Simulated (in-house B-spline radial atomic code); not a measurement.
## RPA and G0W0 on HSE06: K4+

Configuration [Ne] 3s2 3p3, highest spin, mean-field start HSE06. Computed with an all-electron radial atomic-structure program (B-spline basis): all electrons, non-relativistic, point nucleus, each spin shell either full or empty, empty states to l = 9 with an (l + 1/2)⁻⁴ tail; G0W0 by contour deformation at full frequency.

Command:
```bash
python run_gw.py task.json out
```
Settings (radii: box in bohr, nucleus in fm):
```
Z                        19
electrons                15
configuration            [Ne] 3s2 3p3
hamiltonian              nr
method                   hse06
lmax                     9
spin_polarised           True
box_radius               11.96
intervals                48
```

Run time, properties included: 1.5 s on 1 thread of Arm Neoverse V1, with other jobs on the host.

Energies (hartree):

| term | value |
| --- | --- |
| mean-field total | -594.53637 |
| Hartree-Fock functional on these orbitals | -594.07746 |
| direct second order | -1.0272 |
| second-order exchange | 0.37433 |
| SOSEX correction | 0.34077 |

(1) What is the RPA correlation energy, and what remains with SOSEX?

Quasi-particle levels (eV):

```tsv
level	occupied	mean field	Σx - vxc	Σc	QP weight	G0W0
3p up	yes	-75.30	-6.53	?	?	?
3s down	yes	-87.33	-4.13	-2.69	0.952	-94.15
3p down	no	-66.60	8.43	-3.18	0.948	-61.35
```

G0W0 = mean field + (Σx - vxc) + Σc, with Σc (partial-wave tail included) taken at the quasi-particle energy. Only the outer levels were computed. Levels of low weight are left out.

(2) Where does G0W0 put 3p up?

Results:

(1) RPA gives -0.90698 hartree (-1.65 eV per electron); RPA + SOSEX gives -0.5662, and the second-order doubles -0.65284 hartree (no singles). RPA lacks exchange-type terms and so overcorrelates at short range.

(2) At -82.03 eV, with Σc = -0.20 eV and a quasi-particle weight of 0.948. The tabulated removal energy is 82.66 ± 0.16 eV (NIST, semi-empirical); the calculation leaves out relativity, Breit and QED terms, and what these don't explain is the method's own error.
